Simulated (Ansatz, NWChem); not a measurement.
**From NWChem to Ansatz**

This NWChem 7.3.0 job computes WClOF3 (SMILES [O]=[W]([F])([F])([F])[Cl]):

test.xyz:
```
6

O     -0.310300    -1.609200     0.574400
W      0.026800    -0.087600    -0.025500
F      1.563800     0.388200     0.888900
F     -1.292900     0.158600    -1.299200
F      1.156400    -0.289700    -1.479000
Cl    -1.101600     1.375800     1.294100
```

test.nw:
```
START test
memory stack 880 mb heap 220 mb global 1100 mb

GEOMETRY noautosym nocenter noautoz
  load test.xyz
END

BASIS spherical bse
  O library def2-SVP
  W library def2-SVP
  F library def2-SVP
  Cl library def2-SVP
END

ECP bse
  W library def2-SVP
END

DFT
  xc r2scan
  grid fine
  convergence energy 1e-08
  iterations 100
  mulliken
END

TASK dft gradient
```

```bash
$ nwchem test.nw > test.out
```

Geometry: relaxed at PBE0-D4/def2-TZVP.

It gives a total energy of -901.726795 Eh.

How is this level of theory, on these atoms, set up in Ansatz 0.2.0 as an input file of the program's own?

This input was run:

input.yaml:
```yaml
crystal:
  periodic: [false, false, false]
  atoms:
    - {symbol: O, position_ang: [-0.310300, -1.609200, 0.574400]}
    - {symbol: W, position_ang: [0.026800, -0.087600, -0.025500]}
    - {symbol: F, position_ang: [1.563800, 0.388200, 0.888900]}
    - {symbol: F, position_ang: [-1.292900, 0.158600, -1.299200]}
    - {symbol: F, position_ang: [1.156400, -0.289700, -1.479000]}
    - {symbol: Cl, position_ang: [-1.101600, 1.375800, 1.294100]}
basis:
  gaussian:
    orbitals: def2-SVP
output: {forces: true, orbitals: {seedname: orbitals}}
accuracy: high
hamiltonian:
  xc: {name: r2SCAN}
```

```bash
$ ansatz run input.yaml --threads 1 --pin off --max-ram 2610MiB --events-out events.jsonl --progress --plain --runs-dir runs
```

Its energy is -901.726849 Eh, 0.054 mEh from the first; the programs' integration grids differ.
